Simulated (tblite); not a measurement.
Species: C13H9NSi.
Bonds: N1–C2 (triple), C2–C3, C3–C4 (aromatic), C4–C5 (aromatic), C5–C6 (aromatic), C6–C7 (aromatic), C7–C8 (aromatic), C7–Si9, Si9–C10, C10–C11 (aromatic), C11–C12 (aromatic), C12–C13 (aromatic), C13–C14 (aromatic), C14–C15 (aromatic), C3–C8 (aromatic), C10–C15 (aromatic), C6–C15. Hydrogens: H16 on C4; H17 on C5; H18 on C8; H19, H20 on Si9; H21 on C11; H22 on C12; H23 on C13; H24 on C14.

Computed with GFN2-xTB (tblite), gas phase: L-BFGS steps from a force-field or distance-geometry start until the largest atomic force falls under 0.01 eV/Å.

Step 19: E = -1007.3813 eV
```
atom  x, y, z in Å  |  force x, y, z in eV/Å
N1     -5.7309   -0.4680    0.5685    0.052   0.032   0.004
C2     -4.6015   -0.2723    0.5131   -0.004   0.008   0.026
C3     -3.2068   -0.0614    0.4321   -0.025  -0.011  -0.058
C4     -2.6237    1.0948    0.9536   -0.039  -0.030   0.036
C5     -1.2581    1.2895    0.8616   -0.032  -0.030  -0.043
C6     -0.4598    0.3341    0.2410   -0.014  -0.011   0.017
C7     -1.0482   -0.8344   -0.2822    0.006  -0.012  -0.037
C8     -2.4077   -1.0253   -0.1923   -0.009  -0.005   0.043
Si9     0.2484   -1.9645   -1.0553   -0.026  -0.048  -0.021
C10     1.5582   -0.6917   -0.6005   -0.009  -0.057  -0.038
C11     2.9193   -0.7397   -0.8282    0.047   0.024   0.024
C12     3.7343    0.2952   -0.3940   -0.002   0.005   0.003
C13     3.1791    1.3813    0.2637    0.030  -0.010   0.003
C14     1.8147    1.4453    0.4946   -0.031  -0.012  -0.003
C15     0.9919    0.4118    0.0658    0.052  -0.057  -0.015
H16    -3.2525    1.8302    1.4359    0.022   0.004  -0.012
H17    -0.8277    2.1909    1.2714    0.024  -0.003  -0.004
H18    -2.8580   -1.9217   -0.5972   -0.020   0.051   0.028
H19     0.0624   -2.1741   -2.4925    0.007   0.050   0.008
H20     0.3909   -3.2465   -0.3603    0.003   0.040   0.024
H21     3.3423   -1.5924   -1.3431    0.011   0.059   0.034
H22     4.8003    0.2529   -0.5638   -0.002   0.017  -0.007
H23     3.8164    2.1857    0.6041   -0.018  -0.018  -0.012
H24     1.4050    2.3000    1.0117   -0.023   0.013   0.003
```

Step 20: E = -1007.3825 eV
```
atom  x, y, z in Å  |  force x, y, z in eV/Å
N1     -5.7311   -0.4670    0.5691    0.020   0.033   0.008
C2     -4.6022   -0.2693    0.5150    0.013  -0.007   0.019
C3     -3.2077   -0.0601    0.4337   -0.007   0.007  -0.065
C4     -2.6233    1.0962    0.9529   -0.008  -0.046   0.042
C5     -1.2571    1.2866    0.8605   -0.024   0.007  -0.036
C6     -0.4598    0.3309    0.2398    0.013  -0.018   0.004
C7     -1.0486   -0.8371   -0.2841   -0.007   0.011  -0.021
C8     -2.4091   -1.0237   -0.1914    0.024  -0.029   0.032
Si9     0.2497   -1.9673   -1.0574   -0.050  -0.017  -0.004
C10     1.5599   -0.6949   -0.6006    0.009  -0.050  -0.045
C11     2.9218   -0.7390   -0.8277    0.013   0.009   0.026
C12     3.7346    0.2967   -0.3929    0.014   0.005  -0.001
C13     3.1780    1.3809    0.2651   -0.015   0.008   0.007
C14     1.8133    1.4425    0.4941   -0.026  -0.011  -0.004
C15     0.9925    0.4082    0.0647    0.021  -0.049   0.000
H16    -3.2469    1.8339    1.4369   -0.001   0.009  -0.011
H17    -0.8262    2.1887    1.2695    0.026  -0.018  -0.009
H18    -2.8592   -1.9198   -0.5952   -0.043   0.029   0.017
H19     0.0620   -2.1734   -2.4944    0.010   0.044   0.002
H20     0.3882   -3.2474   -0.3598    0.008   0.025   0.024
H21     3.3459   -1.5903   -1.3426    0.024   0.042   0.022
H22     4.8005    0.2601   -0.5619    0.011  -0.004  -0.016
H23     3.8115    2.1875    0.6050    0.005  -0.005  -0.004
H24     1.4017    2.2969    1.0094   -0.029   0.024   0.012
```

Task: Estimate the geometry and energy of step 21. (The exact step hangs on the optimiser's Hessian estimate; all steps are aligned on step 20, rigid shifts and turns removed.)

Result: E = -1007.3835 eV, largest force 0.057 eV/Å
```
atom  x, y, z in Å  |  force x, y, z in eV/Å
N1     -5.7309   -0.4656    0.5697   -0.017   0.030   0.015
C2     -4.6024   -0.2669    0.5169    0.025  -0.016   0.005
C3     -3.2085   -0.0588    0.4339    0.021   0.013  -0.050
C4     -2.6228    1.0966    0.9532    0.010  -0.037   0.035
C5     -1.2567    1.2845    0.8589    0.012   0.020  -0.027
C6     -0.4595    0.3278    0.2389    0.022  -0.009  -0.003
C7     -1.0492   -0.8391   -0.2859    0.004   0.020  -0.005
C8     -2.4098   -1.0230   -0.1901    0.017  -0.033   0.016
Si9     0.2498   -1.9699   -1.0591   -0.054   0.014   0.011
C10     1.5614   -0.6986   -0.6016    0.011  -0.020  -0.027
C11     2.9241   -0.7382   -0.8269   -0.015  -0.018   0.013
C12     3.7350    0.2981   -0.3919    0.017   0.030   0.012
C13     3.1767    1.3810    0.2664   -0.042   0.003  -0.002
C14     1.8115    1.4400    0.4936   -0.011   0.009   0.007
C15     0.9934    0.4043    0.0638   -0.020  -0.049   0.002
H16    -3.2423    1.8373    1.4375   -0.018   0.004  -0.011
H17    -0.8242    2.1865    1.2677    0.021  -0.031  -0.013
H18    -2.8611   -1.9177   -0.5933   -0.057   0.003   0.006
H19     0.0618   -2.1723   -2.4958    0.010   0.037  -0.010
H20     0.3860   -3.2479   -0.3592    0.010   0.008   0.026
H21     3.3494   -1.5880   -1.3419    0.039   0.020   0.009
H22     4.8009    0.2660   -0.5605    0.019  -0.019  -0.022
H23     3.8074    2.1890    0.6057    0.022   0.010   0.005
H24     1.3982    2.2948    1.0077   -0.027   0.010   0.008
```

The energy changes by -0.0009 eV. The first-order estimate −F·Δx gives -0.0013 eV and the mean of the old and new forces, exact on a quadratic surface, -0.0010 eV. The step makes an angle of 66° with the force vector and moves no atom by more than 0.006 Å.

What follows is the cost of the whole relaxation. Time: 0.65 s. Hardware: one thread, Arm Neoverse V1 (aarch64) (shared host).
